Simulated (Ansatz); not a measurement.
`[F][GaH][SeH]` + `[F][SnH]([Cl])[Cl]` → `[Cl][SnH]([Cl])[SeH]` + `[F][GaH][F]` at 700 K and 1 bar (redistribution).

Calculated with Ansatz (gas phase, PBE0-D4/def2-TZVP geometries, no zero-point term in ΔE). CBS: MP2 limit from def2 TZ/QZ plus the TZ coupled-cluster correction, frozen cores. def2 core potentials past Kr. For Ga, Se, Sn outer-core shells are correlated without core-valence functions, which leaves a few kJ/mol of doubt a bond. Scalar relativity is left out up to krypton. One conformer a species, not always the lowest.

| species | CCSD(T)/CBS energy (Eh) | H − E (kJ/mol) | S (J/(mol·K)) |
| --- | --- | --- | --- |
| `[F][GaH][SeH]` | -4425.71391 | 94.6 | 387.5 |
| `[F][SnH]([Cl])[Cl]` | -1234.09211 | 85.0 | 422.0 |
| `[Cl][SnH]([Cl])[SeH]` | -3535.60722 | 111.3 | 479.3 |
| `[F][GaH][F]` | -2124.20216 | 68.4 | 334.0 |

H − E and S are ideal-gas, rigid-rotor, harmonic terms from PBE0-D4/def2-TZVP, for one conformer and one mirror image of each species. 1 Eh = 2625.50 kJ/mol, R = 8.31446 J/(mol·K).

Problem. By hand: ΔE, ΔH, ΔS and ΔG.

Solution. ΔE = (-3535.60722) + (-2124.20216) − (-4425.71391) − (-1234.09211) = -0.00336 Eh = -8.8 kJ/mol. Δ(H − E) = 111.3 + 68.4 − 94.6 − 85.0 = 0.1, so ΔH = -8.7 kJ/mol. ΔS = 479.3 + 334.0 − 387.5 − 422.0 = 3.8 J/(mol·K). ΔG = -8.7 − 700 × (3.8)/1000 = -11.4 kJ/mol.

Problem. By hand: the equilibrium constant, and the temperature at which ΔG would vanish if ΔH and ΔS stayed fixed.

Solution. log₁₀ K = −ΔG/(RT ln 10) = 0.9. ΔH and −TΔS have one sign here, so there is no such temperature. One of them is within its doubt of zero, so this could turn.

The number of gas molecules stays the same, so ΔS is small and ΔH decides. A doubt of 5 kJ/mol in ΔE shifts log₁₀ K by 0.4 here. Other conformers and mirror images would add mixing entropy, several J/(mol·K) or more a flexible species. These are equilibria of isolated gas molecules and say nothing of rates. Largest T1 diagnostic: 0.015 (customary marks: 0.02 for closed shells, 0.045 for open ones).
